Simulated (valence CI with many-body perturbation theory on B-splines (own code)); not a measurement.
E1 transitions of Ba⁴⁸⁺

Method: valence CI with perturbative core correlation (CI+MBPT): six valence electrons over a frozen Dirac-Fock core [He], a basis of 9 s, 9 p, 8 d, 6 f, 3 g, 1 h functions for each j, with the one-electron correlation potential Σ1 (screened to all orders), the two-electron term Σ2, the three-electron term Σ3, Breit, model QED; selected single and double excitations, second order for the rest, scaled by the run's own slope (own B-spline code, finite nucleus).

The last digits are not significant, and no measured levels were compared; by estimate large intervals hold to a few tenths of a per cent, small ones and those within an open d or f shell to about a per cent. Among the levels kept, up to 2400 cm⁻¹ of a level comes from second order outside the variational space, and about a tenth of that is noise between levels of different J, which matters for small intervals.

Lines 51 to 100 of 226 in falling wavelength, among levels below 44654 × 10³ cm⁻¹, chosen from the strongest by gf and those to the six lowest levels. Wavelengths and rates use the calculated energies. Electric multipoles are in the length gauge with retardation, E1 and E2 with the static RPA response of the core. Weak lines are less certain than strong ones. Lines between different terms over intervals too small for the method are left out, as are lines whose strength nearly cancels. The highest levels of a list are the least certain.

Levels are named by their leading jj configuration (3d3/2^4 stands for four electrons in 3d with j = 3/2), which in mixed levels can hold well under half, so a name can repeat and another be missing. Letters in brackets count levels of one name in rising energy.

```tsv
λ vac (Å)	Upper	Lower	A (s⁻¹)	S (a.u.) with core polarisation	S without
63.25	(2s^2 2p1/2 2p3/2^2 3p3/2) J=1 [c]	(2s^2 2p1/2 2p3/2^2 3s) J=0	7.90e+10	2.96e-02	2.96e-02
62.82	(2s^2 2p1/2^2 2p3/2 3d3/2) J=2	(2s^2 2p1/2^2 2p3/2 3p1/2) J=2	5.05e+10	3.09e-02	3.09e-02
62.38	(2s^2 2p1/2 2p3/2^2 3p3/2) J=1 [a]	(2s^2 2p1/2 2p3/2^2 3s) J=1 [a]	5.89e+10	2.12e-02	2.12e-02
62.37	(2s^2 2p1/2 2p3/2^2 3d3/2) J=2 [a]	(2s^2 2p1/2 2p3/2^2 3p1/2) J=2 [a]	5.46e+10	3.27e-02	3.27e-02
62.24	(2s^2 2p1/2^2 2p3/2 3d3/2) J=2	(2s^2 2p1/2^2 2p3/2 3p1/2) J=1	5.50e+10	3.27e-02	3.27e-02
61.98	(2s 2p1/2^2 2p3/2^2 3p1/2) J=3	(2s^2 2p1/2 2p3/2^2 3p1/2) J=2 [b]	4.35e+10	3.58e-02	3.58e-02
61.47	(2s^2 2p1/2 2p3/2^2 3d3/2) J=2 [c]	(2s^2 2p1/2 2p3/2^2 3p1/2) J=1 [b]	6.26e+10	3.59e-02	3.59e-02
61.05	(2s^2 2p1/2 2p3/2^2 3p3/2) J=2 [d]	(2s^2 2p1/2 2p3/2^2 3s) J=1 [b]	4.91e+10	2.75e-02	2.76e-02
61.04	(2s^2 2p1/2^2 2p3/2 3d3/2) J=3	(2s^2 2p1/2^2 2p3/2 3p1/2) J=2	1.10e+11	8.61e-02	8.61e-02
61.01	(2s^2 2p1/2 2p3/2^2 3d3/2) J=4	(2s^2 2p1/2 2p3/2^2 3p1/2) J=3	1.11e+11	1.12e-01	1.12e-01
60.86	(2s^2 2p1/2 2p3/2^2 3p3/2) J=1 [b]	(2s^2 2p1/2 2p3/2^2 3s) J=2 [b]	5.38e+10	1.79e-02	1.79e-02
60.74	(2s^2 2p1/2 2p3/2^2 3d3/2) J=3 [a]	(2s^2 2p1/2 2p3/2^2 3p1/2) J=2 [a]	8.94e+10	6.92e-02	6.92e-02
60.61	(2s^2 2p1/2 2p3/2^2 3d3/2) J=1 [a]	(2s^2 2p1/2 2p3/2^2 3p1/2) J=1 [a]	9.33e+10	3.07e-02	3.07e-02
60.23	(2s^2 2p1/2^2 2p3/2 3p3/2) J=2	(2s^2 2p1/2^2 2p3/2 3s) J=1	9.81e+10	5.29e-02	5.29e-02
60.16	(2s^2 2p1/2 2p3/2^2 3d3/2) J=2 [a]	(2s^2 2p1/2 2p3/2^2 3p1/2) J=1 [a]	5.02e+10	2.70e-02	2.70e-02
60.00	(2s^2 2p1/2 2p3/2^2 3d3/2) J=0	(2s^2 2p1/2 2p3/2^2 3p1/2) J=1 [a]	1.17e+11	1.25e-02	1.25e-02
59.74	(2s^2 2p1/2^2 2p3/2 3d3/2) J=1	(2s^2 2p1/2^2 2p3/2 3p1/2) J=1	9.76e+10	3.08e-02	3.08e-02
59.67	(2s^2 2p1/2 2p3/2^2 3d3/2) J=3 [b]	(2s^2 2p1/2 2p3/2^2 3p1/2) J=3	2.04e+10	1.50e-02	1.50e-02
59.38	(2s^2 2p1/2^2 2p3/2 3d3/2) J=0	(2s^2 2p1/2^2 2p3/2 3p1/2) J=1	1.22e+11	1.26e-02	1.26e-02
59.25	(2s^2 2p1/2 2p3/2^2 3d3/2) J=2 [b]	(2s^2 2p1/2 2p3/2^2 3p1/2) J=3	1.95e+10	1.00e-02	1.00e-02
58.32	(2s^2 2p1/2^2 2p3/2 3p3/2) J=2	(2s^2 2p1/2^2 2p3/2 3s) J=2	8.99e+10	4.40e-02	4.40e-02
58.21	(2s^2 2p1/2 2p3/2^2 3p3/2) J=2 [b]	(2s^2 2p1/2 2p3/2^2 3s) J=2 [b]	7.76e+10	3.78e-02	3.78e-02
57.31	(2s 2p1/2^2 2p3/2^2 3s) J=3	(2s^2 2p1/2 2p3/2^2 3s) J=3	3.60e+10	2.34e-02	2.34e-02
56.74	(2s^2 2p1/2 2p3/2^2 3p3/2) J=2 [b]	(2s^2 2p1/2 2p3/2^2 3s) J=3	2.48e+10	1.12e-02	1.12e-02
55.66	(2s^2 2p1/2 2p3/2^2 3p3/2) J=1 [b]	(2s^2 2p1/2 2p3/2^2 3s) J=1 [a]	9.26e+10	2.36e-02	2.37e-02
55.40	(2s^2 2p1/2^2 2p3/2 3p3/2) J=0	(2s^2 2p1/2^2 2p3/2 3s) J=1	2.42e+11	2.03e-02	2.03e-02
55.23	(2s 2p1/2^2 2p3/2^2 3p1/2) J=3	(2s^2 2p1/2 2p3/2^2 3p1/2) J=3	4.84e+10	2.82e-02	2.82e-02
53.65	(2s^2 2p1/2 2p3/2^2 3p3/2) J=1 [b]	(2s^2 2p1/2 2p3/2^2 3s) J=2 [a]	3.49e+10	7.97e-03	7.98e-03
53.43	(2s^2 2p1/2 2p3/2^2 3p3/2) J=2 [b]	(2s^2 2p1/2 2p3/2^2 3s) J=1 [a]	2.68e+10	1.01e-02	1.01e-02
53.11	(2s^2 2p1/2 2p3/2^2 3p3/2) J=2 [d]	(2s^2 2p1/2 2p3/2^2 3s) J=2 [b]	1.07e+11	3.95e-02	3.95e-02
52.04	(2s 2p1/2^2 2p3/2^2 3s) J=3	(2s^2 2p1/2 2p3/2^2 3s) J=2 [a]	6.42e+10	3.13e-02	3.13e-02
51.64	(2s 2p1/2^2 2p3/2^2 3p1/2) J=3	(2s^2 2p1/2 2p3/2^2 3p1/2) J=2 [a]	2.96e+10	1.41e-02	1.41e-02
51.27	(2s 2p1/2^2 2p3/2^2 3p1/2) J=2	(2s^2 2p1/2 2p3/2^2 3p1/2) J=1 [a]	2.91e+10	9.69e-03	9.70e-03
48.97	(2s 2p1/2^2 2p3/2^2 3s) J=1 [a]	(2s^2 2p1/2 2p3/2^2 3s) J=1 [b]	4.87e+10	8.47e-03	8.48e-03
48.41	(2s 2p1/2^2 2p3/2^2 3s) J=1 [a]	(2s^2 2p1/2 2p3/2^2 3s) J=0	4.05e+10	6.81e-03	6.82e-03
48.41	(2s 2p1/2^2 2p3/2^3) J=2	(2s^2 2p1/2 2p3/2^3) J=2	2.17e+10	6.06e-03	6.07e-03
45.40	(2s 2p1/2^2 2p3/2^3) J=2	(2s^2 2p1/2 2p3/2^3) J=1	2.93e+10	6.77e-03	6.78e-03
42.78	(2s 2p1/2^2 2p3/2^2 3s) J=1 [b]	(2s^2 2p1/2 2p3/2^2 3s) J=2 [b]	7.98e+10	9.26e-03	9.27e-03
41.99	(2s 2p1/2^2 2p3/2^2 3s) J=2	(2s^2 2p1/2 2p3/2^2 3s) J=3	4.71e+10	8.60e-03	8.62e-03
39.71	(2s 2p1/2^2 2p3/2^3) J=1	(2s^2 2p1/2 2p3/2^3) J=2	5.73e+10	5.32e-03	5.33e-03
38.68	(2p1/2^2 2p3/2^4) J=0	(2s 2p1/2 2p3/2^4) J=1	2.88e+11	8.23e-03	8.25e-03
37.66	(2s 2p1/2^2 2p3/2^3) J=1	(2s^2 2p1/2 2p3/2^3) J=1	2.29e+10	1.82e-03	1.82e-03
20.08	(2s 2p1/2^2 2p3/2^2 3s) J=3	(2s^2 2p1/2^2 2p3/2 3s) J=2	2.37e+11	6.64e-03	6.65e-03
20.01	(2s 2p1/2^2 2p3/2^2 3p1/2) J=2	(2s^2 2p1/2^2 2p3/2 3p1/2) J=1	1.41e+11	2.79e-03	2.80e-03
19.89	(2s 2p1/2^2 2p3/2^2 3p1/2) J=3	(2s^2 2p1/2^2 2p3/2 3p1/2) J=2	1.63e+11	4.43e-03	4.43e-03
18.60	(2s 2p1/2^2 2p3/2^3) J=2	(2s^2 2p1/2^2 2p3/2^2) J=2	9.71e+11	1.54e-02	1.54e-02
18.37	(2s 2p1/2 2p3/2^4) J=0	(2s^2 2p1/2 2p3/2^3) J=1	1.92e+12	5.87e-03	5.88e-03
18.16	(2s 2p1/2^2 2p3/2^3) J=1	(2s^2 2p1/2^2 2p3/2^2) J=0	5.88e+11	5.22e-03	5.23e-03
17.97	(2s 2p1/2^2 2p3/2^2 3s) J=1 [b]	(2s^2 2p1/2^2 2p3/2 3s) J=1	1.77e+12	1.52e-02	1.52e-02
17.97	(2s 2p1/2^2 2p3/2^2 3s) J=2	(2s^2 2p1/2^2 2p3/2 3s) J=1	2.18e+11	3.12e-03	3.13e-03
```
